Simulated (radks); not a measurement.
Results of a calculation; reference values are marked as such.
Ionisation of neutral neon, [Ne], to [He] 2s2 2p5 as the strength of local exchange is varied. Level of theory: non-relativistic Kohn-Sham, Slater X-alpha exchange (alpha = 2/3 is LDA exchange), no correlation, spin-unpolarised, spherical densities, point nucleus (a radial shooting solver on a logarithmic mesh with Libxc functionals).

| alpha | E(Ne) (hartree) | exchange (hartree) | IE (eV) | -e of the level emptied (eV) | <r> of it (bohr) |
|---|---|---|---|---|---|
| 0.63 | -126.89051 | -10.29061 | 20.323 | 11.410 (2p) | 0.9995 |
| 0.667 | -127.49621 | -10.94299 | 21.087 | 12.062 (2p) | 0.9897 |
| 0.933 | -131.92879 | -15.78686 | 26.948 | 17.174 (2p) | 0.9267 |
| 1.031 | -133.59623 | -17.63915 | 29.270 | 19.239 (2p) | 0.9063 |
| 1.034 | -133.64757 | -17.69642 | 29.342 | 19.304 (2p) | 0.9057 |
| 1.047 | -133.87022 | -17.94501 | 29.657 | 19.585 (2p) | 0.9030 |

NIST Atomic Spectra Database: 21.565 eV (measured). The Delta-SCF value meets it near alpha = 0.69. Spin polarisation and multiplet splitting are left out, so open shells lie too high by an amount that depends on their filling.

Beside tabulated values, note that spin-unpolarised runs miss the spin-polarisation part of the exchange energy of open shells.
